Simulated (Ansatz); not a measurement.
Ansatz (a quantum-chemistry and plane-wave program) input (B97M-V/def2-TZVPD):

Ansatz 0.2 input:
```yaml
crystal:
  periodic: [false, false, false]
  atoms:
    - {symbol: Si, position_ang: [-0.01387041, -0.58979463, -1.34708168]}
    - {symbol: N, position_ang: [-1.47767286, -0.31676075, -0.51289919]}
    - {symbol: Si, position_ang: [-2.10680042, 0.26648096, 0.97708008]}
    - {symbol: O, position_ang: [1.36490486, -0.33266417, -0.50341302]}
    - {symbol: Si, position_ang: [2.08471942, 0.52371613, 0.69526240]}
    - {symbol: H, position_ang: [-0.01799607, -2.00844319, -1.76352095]}
    - {symbol: H, position_ang: [-0.04246737, 0.32322282, -2.51326671]}
    - {symbol: H, position_ang: [-2.39604411, 1.70536128, 0.74001182]}
    - {symbol: H, position_ang: [-3.36200663, -0.44304083, 1.31271146]}
    - {symbol: H, position_ang: [-1.16604180, 0.14872108, 2.12007160]}
    - {symbol: H, position_ang: [1.27919255, 1.72652781, 1.01596155]}
    - {symbol: H, position_ang: [3.43083341, 0.93797089, 0.24517821]}
    - {symbol: H, position_ang: [2.20232088, -0.31731561, 1.90680032]}
basis:
  gaussian:
    orbitals: def2-TZVPD
hamiltonian:
  xc: {name: B97M-V}
magnetization: {spin_polarized: true, initial_magnetization: 1}
output: {forces: true}
```

Output:

```
Functional definition: B97M-V
integrals: 0.32 GiB planned
1596 factors; their error is unknown
0.45 GiB of the device are held for the grids
1.77 GiB of device memory are held for the factors and their scratch space
mean field: 2.78 GiB planned
mean field evaluation 1: about -27284.5362 eV, gradient 5.7e1 eV
mean field evaluation 2: about -27217.9194 eV, gradient 1.2e2 eV
mean field evaluation 4: about -27294.9204 eV, gradient 2.2e1 eV
mean field evaluation 8: about -27297.1400 eV, gradient 1.5e-1 eV
mean field evaluation 16: about -27297.1370 eV, gradient 1.3e-3 eV
mean field evaluation 32: about -27296.9865 eV, gradient 7.9e-1 eV
mean field -27297.13703367 eV, -1003.1512833235 hartree, gradient 1.1e-5 eV, S^2 0.755682; 3 other end points of the search recorded, 0 dependent functions left out
the calculation of the forces begins
reference -27297.13712436 eV, -1003.1512866562 hartree; 33, 32 occupied and 245, 246 virtual orbitals, 1596 factors
Total energy: -27297.13712436 eV, -1003.1512866562 hartree
Atom 0 at    -0.013870    -0.589795    -1.347082 Å, force     0.097423     0.143612     0.417299 eV/Å
Atom 1 at    -1.477673    -0.316761    -0.512899 Å, force     0.088598     0.038710     0.060827 eV/Å
Atom 2 at    -2.106800     0.266481     0.977080 Å, force     0.105000    -0.129424    -0.277182 eV/Å
Atom 3 at     1.364905    -0.332664    -0.503413 Å, force    -0.099562     0.093411     0.053445 eV/Å
Atom 4 at     2.084719     0.523716     0.695262 Å, force    -0.185603    -0.225026    -0.312056 eV/Å
Atom 5 at    -0.017996    -2.008443    -1.763521 Å, force     0.007878    -0.013549    -0.016122 eV/Å
Atom 6 at    -0.042467     0.323223    -2.513267 Å, force    -0.001734     0.006645    -0.035094 eV/Å
Atom 7 at    -2.396044     1.705361     0.740012 Å, force    -0.016158     0.038845     0.007713 eV/Å
Atom 8 at    -3.362007    -0.443041     1.312711 Å, force    -0.020173     0.001840     0.013173 eV/Å
Atom 9 at    -1.166042     0.148721     2.120072 Å, force     0.026548     0.005640     0.052856 eV/Å
Atom 10 at     1.279193     1.726528     1.015962 Å, force    -0.017862     0.039682     0.015536 eV/Å
Atom 11 at     3.430833     0.937971     0.245178 Å, force     0.008776     0.005406     0.001040 eV/Å
Atom 12 at     2.202321    -0.317316     1.906800 Å, force     0.006869    -0.005792     0.018566 eV/Å
Dipole moment:     0.034668     0.054292     0.088407 e Å
```

It need not be the lowest isomer of its formula.
